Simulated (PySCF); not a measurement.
C₂H₅N, SMILES C=NC. The structure is a stationary point at PBE0-D3(BJ)/def2-TZVP.

Computed equilibrium geometry at PBE0-D3(BJ)/def2-TZVP (PySCF confirms it by a frequency run) as a Z-matrix, and its point group:
point group Cs.
```
N
C 1 1.2569
H 2 1.0896 1 119.40
H 2 1.0998 3 117.37 1 180.00
C 1 1.4389 2 117.94 3 180.00
H 5 1.0932 1 109.02 2 121.94
H 5 1.0932 6 106.70 1 -117.59
H 5 1.0999 6 109.09 7 -117.72
```
Charge 0, spin multiplicity 1.
